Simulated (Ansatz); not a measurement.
Coupled-cluster run, CH5O2Sn (`C[O][SnH][OH]`) radical.

```yaml
crystal:
  periodic: [false, false, false]
  atoms:
    - {symbol: C, position_ang: [0.687551, -1.289169, 0.410937]}
    - {symbol: O, position_ang: [0.822413, 0.061316, 0.781443]}
    - {symbol: Sn, position_ang: [-0.587044, 1.388307, 0.456258]}
    - {symbol: O, position_ang: [-1.186517, 0.830336, -1.346362]}
    - {symbol: H, position_ang: [0.143632, -1.416736, -0.531496]}
    - {symbol: H, position_ang: [1.691207, -1.707522, 0.286214]}
    - {symbol: H, position_ang: [0.177415, -1.869503, 1.189975]}
    - {symbol: H, position_ang: [0.318385, 2.875228, 0.339878]}
    - {symbol: H, position_ang: [-2.067032, 1.127733, -1.586857]}
basis:
  gaussian: {orbitals: def2-TZVPP}
magnetization: {spin_polarized: true, initial_magnetization: 1}
correlation: {method: ccsd_t}
scf: {omitted_lower_state_checks: [cluster_reference]}
```

```sh
$ ansatz run in.yaml --threads 2 --pin off --events-out ev --progress --plain --max-ram 22528MiB --backend cuda --devices 0, --max-vram 18GiB
```

The program prints (abridged):

```
Functional definition: HF
1453 factors; integrals over basis functions are off by at most 1.1e-3 eV
mean field evaluation 1: about -10985.6328 eV, gradient 3.7e1 eV
mean field evaluation 2: about -10985.6391 eV, gradient 3.7e1 eV
mean field evaluation 4: about -10991.3066 eV, gradient 3.0e0 eV
mean field evaluation 8: about -10991.4300 eV, gradient 1.9e-1 eV
mean field -10991.43129123 eV, -403.9276496932 hartree, gradient 2.8e-6 eV, S^2 0.764232; 0 other end points of the search recorded, 0 dependent functions left out
7 core orbitals not correlated: weight in the atoms' cores, before any rotation towards them, 1.000 or more for the frozen orbitals, at most 0.000 for the correlated occupied ones
reference -10991.43129123 eV, -403.9276496932 hartree; 18, 17 occupied and 188, 189 virtual orbitals, 1453 factors
second order -26.33217103 eV of doubles, -0.00000000 eV of singles
cycle   1  -25.86566563 eV  change    4.7e-1 eV  update   1.3e-1
cycle   2  -26.52378592 eV  change   -6.6e-1 eV  update   4.3e-2
cycle   3  -26.70783314 eV  change   -1.8e-1 eV  update   2.8e-2
cycle   4  -26.70541181 eV  change    2.4e-3 eV  update   1.0e-2
cycle   5  -26.69885710 eV  change    6.6e-3 eV  update   6.5e-3
cycle   6  -26.70196104 eV  change   -3.1e-3 eV  update   2.9e-3
cycle   7  -26.70273533 eV  change   -7.7e-4 eV  update   1.6e-3
cycle   8  -26.70261387 eV  change    1.2e-4 eV  update   6.5e-4
cycle   9  -26.70283376 eV  change   -2.2e-4 eV  update   3.8e-4
cycle  10  -26.70277454 eV  change    5.9e-5 eV  update   1.4e-4
cycle  11  -26.70271055 eV  change    6.4e-5 eV  update   7.9e-5
cycle  12  -26.70279729 eV  change   -8.7e-5 eV  update   3.7e-5
cycle  13  -26.70278518 eV  change    1.2e-5 eV  update   2.1e-5
perturbative correction -0.94548598 eV, -0.0347459687 hartree
Total energy: -11019.07956239 eV, -404.9437049176 hartree
Checks for a lower state left out: cluster_reference
```

Run time 9.5 s (2 threads of an AMD EPYC 7R13 on a shared host and a share of an NVIDIA H100 80 GB); peak host memory 0.85 GiB.

Correlation energy per correlated electron: -0.790 eV. T1 diagnostic: 0.0185.
